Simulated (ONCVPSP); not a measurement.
rhodium: excitation energies, all-electron against ONCV

```json
{
 "Element": "Rh",
 "Generator": "ONCVPSP 4.0.1",
 "Type": "optimised norm-conserving Vanderbilt (ONCV)",
 "Functional": "PBE",
 "Relativity": "fully relativistic",
 "Frozen core": "[Ar] 3d10",
 "Valence charge": "17",
 "Reference configuration": "4s2 4p6 4d8 (charge +1)",
 "Partial waves": "4s: rc 0.95 bohr, ncon 4, nbas 8, qcut 6.9 1/bohr, 2 projectors, debl 3.5 Ha; 4p: rc 1.35 bohr, ncon 4, nbas 7, qcut 10.2 1/bohr, 3 projectors, debl 0.6 Ha; 4d: rc 1.80 bohr, ncon 4, nbas 8, qcut 7.6 1/bohr, 1 projector",
 "Local potential": "polynomial inside 0.90 bohr (lpopt 5, dvloc0 1 Ha)",
 "Core correction": "Teter function fitted to the true core (icmod 2), fcfact 0.5"
}
```

Open shells are filled in proportion to 2j + 1.

In the p channel the program set the typed energies aside and used -2.091, 0.250, 0.850 Ha (j = l + 1/2; the other j can differ).

Energies are relative to the spin-unpolarised reference configuration 4s2 4p6 4d8; without spin polarisation the order of configurations can differ from experiment.

Problem. Give the all-electron excitation energy and the error of the potential for: 4s2 4p6 4d8 5s1; 4s2 4p6 4d7; 4s2 4p6 4d6; 4s2 4p6 4d7 5s2.

Solution.

```tsv
valence configuration	charge	ΔE all-electron (eV)	error AE − PS (meV)
4s2 4p6 4d8 5s1	0	-7.462	+0.2
4s2 4p6 4d7	+2	19.511	+0.9
4s2 4p6 4d6	+3	52.013	+11
4s2 4p6 4d7 5s2	0	-4.983	+3.0
```

Levels in the configuration 4s2 4p6 4d7 5s2:

```json
{"level": "4s j=1/2", "all-electron (eV)": "-86.057", "pseudo (eV)": "-86.035"}
{"level": "4p j=3/2", "all-electron (eV)": "-52.616", "pseudo (eV)": "-52.604"}
{"level": "4p j=1/2", "all-electron (eV)": "-56.558", "pseudo (eV)": "-56.541"}
{"level": "4d j=5/2", "all-electron (eV)": "-8.511", "pseudo (eV)": "-8.507"}
{"level": "4d j=3/2", "all-electron (eV)": "-8.935", "pseudo (eV)": "-8.930"}
{"level": "5s j=1/2", "all-electron (eV)": "-5.318", "pseudo (eV)": "-5.319"}
```
